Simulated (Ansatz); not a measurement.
Born–Oppenheimer molecular dynamics of a periodic cell of 24 atoms, CSO (contents 8 OCS, density as packed 0.92 g/cm³ with natural masses). It goes on from the last frame of an earlier run, with new velocities.

Theory: Ansatz 0.2.0, DFT PBE, scalar-relativistic, plane waves, PAW. Settings: cutoff 420 eV, k mesh 1x1x1, fermi-dirac smearing 0.02 eV, no spin polarisation.

```
ensemble                      : NVE (velocity Verlet)
time step                     : 1 fs
steps asked                   : 400
starting velocities drawn for : 400 K
seed                          : 817848
```

Frames 5 fs apart, positions in Å, forces in eV/Å.

Velocities at 50.0 fs (Å/ps):

```
O -1.14 5.71 -6.60
C 5.04 -0.82 -2.57
S 2.25 0.17 -2.36
O -3.85 -2.38 -1.58
C 12.45 0.66 -3.51
S 1.37 3.65 2.27
O -0.87 -8.68 -2.45
C 3.80 -0.30 3.98
S -3.99 -0.41 0.15
O -3.58 3.66 -4.51
C -14.67 3.79 -7.85
S -2.59 0.03 -0.09
O 0.41 -5.02 4.62
C 0.95 -0.23 5.04
S -3.19 -8.36 -0.11
O 5.84 2.98 -3.40
C -5.81 -6.51 2.17
S 3.73 6.38 -1.36
O -3.86 0.02 -2.05
C 10.32 -6.69 12.12
S 1.06 -0.84 1.14
O 3.57 4.32 3.92
C 1.46 -4.91 6.00
S -1.97 4.70 0.62
```

```xyz
24
Lattice="9.5215 0.0000 0.0000 0.0000 9.5215 0.0000 0.0000 0.0000 9.5215" Properties=species:S:1:pos:R:3:forces:R:3 time_fs=50.0 energy_less_start_eV=-0.123 T=441
O 6.240 5.115 3.198 0.43 0.81 0.24
C 5.392 4.562 2.633 -0.88 -1.46 -0.53
S 4.317 3.629 1.931 0.40 0.74 0.27
O 7.504 0.753 3.291 -0.40 0.95 1.28
C 7.019 1.433 4.136 0.80 -1.64 -2.24
S 6.268 2.314 5.152 -0.39 0.65 1.03
O 6.741 8.156 5.634 -0.46 0.15 -0.45
C 7.495 8.013 6.502 1.72 -0.54 1.87
S 8.554 7.769 7.697 -1.29 0.37 -1.35
O 0.846 2.497 1.715 0.45 0.04 0.14
C 0.141 2.277 0.811 0.26 0.62 0.85
S -0.877 2.118 -0.332 -0.77 -0.36 -1.10
O 1.061 9.363 2.247 0.02 -0.74 -1.89
C 1.299 9.510 3.361 -0.22 0.62 2.07
S 1.453 9.820 4.894 0.28 -0.17 -0.10
O 2.406 3.314 7.526 -1.29 -0.27 -0.35
C 3.265 4.083 7.602 1.32 -0.03 0.42
S 4.580 4.911 7.813 -0.08 0.44 -0.18
O 2.456 5.590 4.617 1.02 0.23 -0.49
C 1.310 5.417 4.629 -1.21 -0.32 0.89
S -0.222 5.154 4.874 0.21 0.05 -0.45
O 4.145 1.389 8.651 -0.06 1.69 -0.21
C 4.245 0.355 9.150 0.10 -1.64 -0.23
S 4.369 -1.141 9.585 0.04 -0.19 0.49
24
Lattice="9.5215 0.0000 0.0000 0.0000 9.5215 0.0000 0.0000 0.0000 9.5215" Properties=species:S:1:pos:R:3:forces:R:3 time_fs=55.0 energy_less_start_eV=-0.021 T=408
O 6.238 5.150 3.167 -0.04 0.28 -0.10
C 5.408 4.544 2.615 -0.12 -0.52 0.03
S 4.330 3.633 1.921 0.12 0.32 0.07
O 7.485 0.744 3.287 1.18 -1.04 -1.27
C 7.078 1.431 4.109 -2.20 1.70 1.98
S 6.275 2.333 5.165 1.02 -0.70 -0.63
O 6.740 8.113 5.625 1.63 -0.03 1.91
C 7.520 8.008 6.527 -1.69 -0.14 -1.95
S 8.531 7.768 7.694 0.03 0.17 0.11
O 0.827 2.514 1.688 -0.43 -0.10 -0.67
C 0.083 2.305 0.794 2.33 0.87 2.89
S -0.895 2.116 -0.339 -1.94 -0.51 -2.30
O 1.065 9.333 2.260 0.47 -0.25 0.23
C 1.300 9.512 3.395 -0.88 -0.28 -1.98
S 1.439 9.778 4.896 0.48 0.29 1.81
O 2.416 3.318 7.505 -2.38 -1.37 -0.38
C 3.268 4.066 7.619 3.55 1.90 0.50
S 4.596 4.943 7.805 -1.21 -0.41 -0.23
O 2.455 5.593 4.603 2.29 0.30 -0.30
C 1.333 5.379 4.698 -2.58 -0.24 0.41
S -0.215 5.150 4.878 0.29 -0.10 -0.17
O 4.163 1.414 8.674 0.18 -1.33 1.13
C 4.252 0.334 9.170 -0.29 3.39 -2.12
S 4.359 -1.121 9.590 0.18 -2.20 1.04
24
Lattice="9.5215 0.0000 0.0000 0.0000 9.5215 0.0000 0.0000 0.0000 9.5215" Properties=species:S:1:pos:R:3:forces:R:3 time_fs=60.0 energy_less_start_eV=-0.091 T=431
O 6.236 5.189 3.135 -0.89 -0.73 -0.68
C 5.422 4.516 2.597 1.28 1.14 0.95
S 4.343 3.638 1.910 -0.41 -0.34 -0.28
O 7.481 0.724 3.271 0.31 0.71 0.69
C 7.101 1.453 4.111 -1.55 0.06 0.26
S 6.289 2.347 5.174 1.24 -0.81 -0.87
O 6.757 8.070 5.639 -0.01 0.28 -0.03
C 7.519 7.998 6.523 -0.65 -0.38 -0.67
S 8.507 7.769 7.691 0.63 0.09 0.77
O 0.806 2.531 1.657 2.18 0.68 2.58
C 0.059 2.347 0.821 -1.75 -0.38 -2.24
S -0.926 2.111 -0.361 -0.47 -0.11 -0.41
O 1.074 9.299 2.272 0.27 -0.11 -0.42
C 1.284 9.511 3.399 -0.62 -0.44 -1.19
S 1.427 9.738 4.909 0.41 0.37 1.65
O 2.399 3.309 7.481 2.60 2.57 0.55
C 3.326 4.075 7.643 -2.25 -2.38 -0.68
S 4.604 4.973 7.796 -0.40 -0.06 0.01
O 2.480 5.599 4.586 -2.51 -0.86 0.68
C 1.319 5.338 4.772 3.48 1.22 -0.96
S -0.207 5.145 4.881 -0.97 -0.38 0.22
O 4.183 1.426 8.709 -0.04 1.54 -0.28
C 4.254 0.364 9.154 0.07 -0.88 -0.19
S 4.351 -1.115 9.603 0.05 -0.81 0.53
24
Lattice="9.5215 0.0000 0.0000 0.0000 9.5215 0.0000 0.0000 0.0000 9.5215" Properties=species:S:1:pos:R:3:forces:R:3 time_fs=65.0 energy_less_start_eV=-0.118 T=440
O 6.223 5.219 3.094 0.68 0.32 0.37
C 5.455 4.506 2.594 -0.68 -0.02 -0.35
S 4.354 3.642 1.898 -0.03 -0.23 -0.01
O 7.482 0.715 3.264 -0.52 2.29 2.37
C 7.094 1.475 4.117 -0.28 -1.99 -1.91
S 6.312 2.356 5.177 0.81 -0.34 -0.39
O 6.773 8.031 5.650 -2.48 0.49 -2.97
C 7.508 7.981 6.510 1.80 -0.62 2.24
S 8.488 7.770 7.694 0.66 0.12 0.80
O 0.810 2.557 1.656 -0.27 0.20 0.05
C 0.013 2.384 0.818 0.15 -0.20 -0.52
S -0.961 2.105 -0.387 0.09 0.15 0.42
O 1.087 9.262 2.276 -0.12 -0.28 -2.06
C 1.258 9.501 3.385 0.04 -0.08 2.13
S 1.419 9.701 4.934 0.13 0.22 -0.04
O 2.414 3.332 7.463 1.81 1.50 0.58
C 3.352 4.046 7.655 -1.14 -0.83 -0.75
S 4.609 5.001 7.787 -0.71 -0.53 0.06
O 2.476 5.594 4.578 -0.57 -0.55 0.74
C 1.357 5.319 4.830 0.27 0.81 -1.17
S -0.204 5.137 4.886 0.29 -0.29 0.36
O 4.203 1.459 8.742 -0.06 1.86 -0.59
C 4.257 0.381 9.132 0.18 -2.41 0.68
S 4.343 -1.115 9.620 -0.04 0.40 -0.04
24
Lattice="9.5215 0.0000 0.0000 0.0000 9.5215 0.0000 0.0000 0.0000 9.5215" Properties=species:S:1:pos:R:3:forces:R:3 time_fs=70.0 energy_less_start_eV=0.088 T=372
O 6.219 5.253 3.058 0.94 0.39 0.54
C 5.478 4.498 2.587 -1.12 -0.07 -0.64
S 4.365 3.644 1.886 0.16 -0.26 0.13
O 7.477 0.735 3.287 0.61 -0.15 -0.42
C 7.077 1.466 4.095 -1.23 0.38 0.86
S 6.341 2.362 5.177 0.62 -0.27 -0.36
O 6.760 8.000 5.627 0.52 0.23 0.52
C 7.521 7.953 6.526 -1.87 -0.20 -2.08
S 8.474 7.772 7.704 1.33 -0.02 1.63
O 0.812 2.586 1.657 -2.68 -0.20 -2.31
C -0.030 2.417 0.802 2.30 -0.01 1.43
S -0.996 2.100 -0.410 0.36 0.34 0.84
O 1.099 9.224 2.257 0.16 0.53 1.21
C 1.230 9.488 3.401 -0.05 -0.85 -0.58
S 1.412 9.665 4.960 -0.06 0.21 -0.62
O 2.449 3.374 7.453 -2.87 -2.20 -0.36
C 3.364 4.008 7.655 3.95 3.46 0.19
S 4.608 5.026 7.778 -1.12 -1.13 0.05
O 2.467 5.581 4.580 3.08 0.33 0.01
C 1.397 5.315 4.866 -4.45 -0.19 -0.57
S -0.199 5.128 4.893 1.35 -0.16 0.48
O 4.222 1.513 8.768 0.11 -2.93 0.73
C 4.263 0.362 9.120 -0.01 2.55 -0.52
S 4.335 -1.114 9.637 -0.04 0.21 -0.16
24
Lattice="9.5215 0.0000 0.0000 0.0000 9.5215 0.0000 0.0000 0.0000 9.5215" Properties=species:S:1:pos:R:3:forces:R:3 time_fs=75.0 energy_less_start_eV=-0.057 T=419
O 6.227 5.290 3.029 -0.50 -1.21 -0.32
C 5.482 4.493 2.569 0.57 1.80 0.36
S 4.376 3.643 1.874 -0.09 -0.52 -0.01
O 7.481 0.754 3.305 1.09 -1.35 -1.76
C 7.037 1.462 4.086 -1.01 1.00 1.51
S 6.375 2.366 5.175 -0.07 0.31 0.31
O 6.750 7.971 5.606 0.67 0.12 0.71
C 7.505 7.920 6.511 -0.99 -0.20 -1.00
S 8.469 7.774 7.724 0.30 0.10 0.36
O 0.779 2.613 1.629 -0.48 0.26 -0.07
C -0.037 2.448 0.807 -0.64 -0.80 -1.72
S -1.027 2.098 -0.426 1.11 0.64 1.75
O 1.113 9.192 2.252 0.03 0.77 2.10
C 1.202 9.459 3.410 0.27 -1.00 -0.89
S 1.404 9.631 4.981 -0.25 0.15 -1.19
O 2.456 3.392 7.441 1.05 0.22 0.49
C 3.433 4.022 7.654 -1.71 -0.16 -0.87
S 4.599 5.043 7.770 0.61 0.08 0.25
O 2.491 5.571 4.585 -1.38 -0.65 1.19
C 1.369 5.311 4.887 1.35 0.89 -1.79
S -0.186 5.116 4.904 0.02 -0.26 0.53
O 4.243 1.531 8.803 0.06 -1.88 0.16
C 4.270 0.382 9.102 0.09 0.64 0.51
S 4.327 -1.110 9.652 -0.07 1.07 -0.61
24
Lattice="9.5215 0.0000 0.0000 0.0000 9.5215 0.0000 0.0000 0.0000 9.5215" Properties=species:S:1:pos:R:3:forces:R:3 time_fs=80.0 energy_less_start_eV=0.080 T=375
O 6.230 5.313 2.996 0.15 -0.49 0.13
C 5.492 4.517 2.555 -0.47 0.72 -0.36
S 4.388 3.640 1.863 0.30 -0.17 0.28
O 7.498 0.758 3.302 -0.76 0.85 0.74
C 6.982 1.470 4.098 1.86 -2.36 -2.42
S 6.408 2.373 5.175 -1.09 1.47 1.74
O 6.748 7.945 5.593 -1.01 0.12 -1.30
C 7.474 7.882 6.481 2.05 -0.26 2.71
S 8.466 7.777 7.747 -1.06 0.15 -1.34
O 0.738 2.643 1.600 0.76 0.49 1.12
C -0.053 2.464 0.781 -1.68 -0.98 -2.54
S -1.051 2.101 -0.430 0.91 0.55 1.39
O 1.127 9.171 2.274 -0.28 0.14 -0.49
C 1.180 9.411 3.408 0.72 -0.21 2.13
S 1.395 9.598 4.992 -0.41 0.03 -1.63
O 2.473 3.410 7.434 2.12 0.72 0.63
C 3.474 4.037 7.638 -4.01 -1.67 -1.11
S 4.596 5.061 7.763 1.85 1.08 0.36
O 2.501 5.552 4.606 -1.81 -0.54 1.08
C 1.359 5.323 4.874 2.62 0.78 -1.59
S -0.172 5.104 4.919 -0.81 -0.27 0.45
O 4.264 1.525 8.840 -0.01 1.96 -0.92
C 4.278 0.409 9.095 0.14 -3.62 1.83
S 4.318 -1.099 9.663 -0.07 1.49 -0.88
24
Lattice="9.5215 0.0000 0.0000 0.0000 9.5215 0.0000 0.0000 0.0000 9.5215" Properties=species:S:1:pos:R:3:forces:R:3 time_fs=85.0 energy_less_start_eV=-0.134 T=446
O 6.235 5.329 2.966 0.95 0.56 0.61
C 5.492 4.556 2.534 -1.49 -0.65 -0.99
S 4.401 3.635 1.854 0.51 0.16 0.43
O 7.507 0.769 3.305 -0.06 -0.57 -0.78
C 6.956 1.441 4.074 0.70 0.12 0.28
S 6.433 2.389 5.187 -0.64 0.43 0.55
O 6.736 7.920 5.567 1.11 -0.20 1.37
C 7.473 7.840 6.493 -0.09 0.21 0.00
S 8.456 7.781 7.761 -1.06 0.01 -1.31
O 0.702 2.680 1.581 -1.55 -0.20 -1.55
C -0.094 2.463 0.714 2.31 0.36 2.27
S -1.069 2.107 -0.425 -0.75 -0.11 -0.74
O 1.138 9.152 2.293 -0.33 0.08 -0.11
C 1.171 9.358 3.440 0.66 -0.15 0.64
S 1.382 9.566 4.993 -0.30 0.05 -0.54
O 2.512 3.434 7.435 -3.45 -2.85 -0.53
C 3.453 4.032 7.602 2.96 3.10 0.33
S 4.604 5.086 7.759 0.47 -0.16 0.10
O 2.492 5.527 4.642 3.38 0.57 -0.24
C 1.387 5.348 4.833 -3.58 -0.62 -0.02
S -0.164 5.089 4.937 0.20 0.02 0.18
O 4.286 1.536 8.865 0.01 -1.22 -0.24
C 4.289 0.382 9.119 0.05 1.41 0.49
S 4.308 -1.077 9.668 -0.02 -0.34 -0.23
24
Lattice="9.5215 0.0000 0.0000 0.0000 9.5215 0.0000 0.0000 0.0000 9.5215" Properties=species:S:1:pos:R:3:forces:R:3 time_fs=90.0 energy_less_start_eV=-0.230 T=477
O 6.252 5.349 2.943 -0.61 -0.72 -0.29
C 5.469 4.587 2.496 0.62 0.88 0.25
S 4.418 3.630 1.847 -0.03 -0.10 0.09
O 7.516 0.772 3.296 0.44 -1.39 -1.64
C 6.945 1.415 4.055 -0.27 2.08 2.41
S 6.454 2.409 5.203 -0.18 -0.73 -0.72
O 6.739 7.893 5.559 1.79 -0.40 2.32
C 7.473 7.803 6.507 -1.18 0.54 -1.51
S 8.438 7.785 7.765 -0.64 -0.12 -0.75
O 0.649 2.715 1.545 0.27 0.17 0.22
C -0.098 2.467 0.683 0.94 0.24 1.18
S -1.092 2.112 -0.424 -1.21 -0.38 -1.40
O 1.143 9.135 2.312 -0.28 0.09 1.11
C 1.175 9.301 3.482 0.37 -0.30 -2.51
S 1.368 9.534 4.990 -0.06 0.20 1.38
O 2.514 3.423 7.431 -0.19 -0.60 -0.09
C 3.469 4.073 7.569 -0.41 0.61 -0.01
S 4.617 5.110 7.756 0.57 0.07 0.02
O 2.520 5.507 4.676 -0.03 0.22 -0.07
C 1.364 5.364 4.787 0.54 -0.29 0.03
S -0.154 5.074 4.956 -0.52 0.04 -0.04
O 4.308 1.535 8.886 0.02 -1.52 -0.08
C 4.302 0.378 9.154 0.04 3.32 -0.29
S 4.299 -1.058 9.671 -0.01 -1.93 0.39
```

Of the whole run (400 fs, mean temperature of the second half 353 K): The conserved energy stayed within 0.29 meV per atom of its start (net change 0.25 meV per atom), so the integration is sound. A run of 0.4 ps of so small a system gives no equilibrium averages. Limits of this set-up: coarse k mesh.

The run took 13 min on 1 thread of Intel(R) Xeon(R) 6975P-C (Granite Rapids), on a shared host, peak memory 0.73 GiB.
